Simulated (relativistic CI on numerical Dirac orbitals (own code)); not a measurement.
**V⁺ in a cubic cluster: L2,3 absorption with charge transfer**

Computed with a charge-transfer multiplet model of a cubic metal-ligand cluster with up to one ligand hole, Slater and spin-orbit integrals from Dirac-Coulomb-Breit ions, Slater integrals scaled by 0.8. The ground state mixes d4 with configurations of k ligand holes L, whose averages lie at kΔ + k(k − 1)U_dd/2; a core hole lowers each added d electron by U_cd. 300 K, Lorentzian 0.4 eV and Gaussian 0.3 eV FWHM.

Atomic integrals in eV (Slater integrals scaled, ζ unscaled), ground: F2dd 6.042, F4dd 3.713, zeta_d 0.015; with the core hole: F2dd 6.837, F4dd 4.214, zeta_d 0.025, zeta_core 4.617, F2cd 3.745, G1cd 2.648, G3cd 1.501.

Cluster parameters (eV): Δ = 7.3, U_cd = 5.4, 10Dq = 1.1, 10Dq(ligand) = 0.5, V(eg) = 2.75, V(t2g) = -1.31, final-state hopping factor = 0.9.

```json
{"Case": "U_dd = 3.4 eV", "n_d": "4.21", "d4": "0.79", "d5L": "0.21", "S": "2.00"}
{"Case": "U_dd = 4.1 eV", "n_d": "4.21", "d4": "0.79", "d5L": "0.21", "S": "2.00"}
{"Case": "U_dd = 4.8 eV", "n_d": "4.21", "d4": "0.79", "d5L": "0.21", "S": "2.00"}
```

Weights, n_d and S are thermal averages at 300 K. Photon energies count from the first peak over 30 % of the highest in each spectrum, which can be another peak from case to case. The parameters are a model scan and need not match a compound or its usual spin state. Peaks in eV (height, largest 100):
- U_dd = 3.4 eV: 0.0 (64), 1.4 (100), 2.1 (65), 6.0 (17), 6.8 (36), 8.4 (31), 8.9 (31)
- U_dd = 4.1 eV: 0.0 (64), 1.4 (100), 2.2 (64), 6.0 (17), 6.8 (38), 8.3 (30), 9.0 (32)
- U_dd = 4.8 eV: 0.0 (63), 1.5 (100), 2.2 (64), 6.0 (18), 6.9 (39), 8.4 (31), 9.0 (32)

Curve for U_dd = 3.4 eV (points under 2 left out, the grid thinned):

```tsv
E (eV)	Intensity
-2.1	2.1
-1.8	2.9
-1.5	4.4
-1.2	7.3
-0.8	16.0
-0.5	32.5
-0.2	57.6
0.1	58.9
0.4	43.6
0.7	53.4
1.1	81.2
1.4	100.0
1.7	72.6
2.0	63.6
2.3	58.5
2.6	35.4
3.0	22.5
3.3	18.9
3.6	14.4
3.9	10.9
4.2	8.2
4.5	6.4
4.9	5.5
5.2	6.1
5.5	8.6
5.8	15.0
6.1	16.6
6.4	22.0
6.7	34.8
7.1	33.8
7.4	29.3
7.7	23.6
8.0	25.4
8.3	31.1
8.6	30.5
9.0	30.8
9.3	27.1
9.6	21.1
9.9	14.0
10.2	9.3
10.5	6.4
10.9	4.2
11.2	3.5
11.5	2.9
11.8	2.2
```

For the case U_dd = 4.8 eV, Δ = 7.3 eV is larger than U_dd = 4.8 eV, the Mott-Hubbard side of the Zaanen-Sawatzky-Allen scheme. With the core hole the configuration with one ligand hole lies at Δ + U_dd − U_cd = 5.3, 6.0, 6.7 eV from the one without, in the order of the table; where this is negative the screened configuration lies lower, though the effective hopping of about 4.6 eV (from the holes of the mixed ground state) mixes the two strongly wherever it is as large as the gap.

With at most 1 ligand hole the space is cut while the next configuration still counts, so covalency is underestimated, and a final configuration with one more ligand hole, which can lie low, is missing from the spectra.
